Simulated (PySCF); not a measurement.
**Spin-rotation constants: `C/C(=C/C(Cl)Cl)CBr`, C5H7BrCl2**

Geometry:
```csv
atom,x (Å),y (Å),z (Å)
C1,-1.674,-1.091,-0.173
C2,-0.464,-0.216,-0.109
C3,0.736,-0.685,0.231
C4,1.959,0.150,0.362
Cl5,2.623,0.538,-1.273
Cl6,3.207,-0.693,1.297
C7,-0.699,1.227,-0.413
Br8,-0.873,2.262,1.258
H9,-1.433,-2.116,0.094
H10,-2.098,-1.078,-1.176
H11,-2.433,-0.718,0.515
H12,0.870,-1.740,0.417
H13,1.782,1.110,0.853
H14,-1.634,1.380,-0.947
H15,0.127,1.679,-0.958
```

Computed with GIAO B3LYP/pcSseg-1 magnetisability, rotational g tensor and spin-rotation constants, non-relativistic, gas phase (PySCF). Geometry: GFN2-xTB.

The calculation is non-relativistic, which matters for the atoms heavier than Zn.

Question: Give the nuclear spin-rotation constants along the inertial axes (H = +C I·J) beside the isotropic shieldings.

Answer: Rotational constants 1.2777, 0.4907, 0.4592 GHz. A star marks the isotopologue with that one atom substituted, in its own axes.
```tsv
atom	isotope	Caa (kHz)	Cbb (kHz)	Ccc (kHz)	mean (kHz)	σ (ppm)
Cl5	35Cl	0.512	0.227	0.057	0.265	592.5
Cl6	35Cl	0.315	0.207	0.105	0.209	642.5
Br8	79Br	2.348	0.588	0.652	1.196	2150.9
H9	1H	-0.086	-0.040	-0.022	-0.049	30.1
H10	1H	-0.144	-0.020	-0.019	-0.061	29.9
H11	1H	0.003	-0.051	-0.039	-0.029	29.5
H12	1H	-0.066	-0.021	-0.013	-0.033	25.7
H13	1H	-0.040	0.012	-0.048	-0.026	24.8
H14	1H	-0.029	-0.033	-0.038	-0.033	28.3
H15	1H	-0.071	-0.040	-0.006	-0.039	27.2
C1	13C*	0.217	0.073	0.075	0.122	155.7
C2	13C*	0.439	0.203	0.140	0.261	29.4
C3	13C*	0.401	0.197	0.143	0.247	37.9
C4	13C*	0.303	0.141	0.101	0.182	97.2
C7	13C*	0.259	0.088	0.081	0.142	139.1
```
For the geometry as given, no vibrational averaging.

Question: How do the rotational constants and the g tensor change when H9, H10, H11, H12, H13, H14, H15 are replaced by deuterium?

Answer: Constants 1.1518, 0.4810, 0.4407 GHz; g -0.0120, -0.0073, -0.0036, against -0.0132, -0.0071, -0.0039 before.
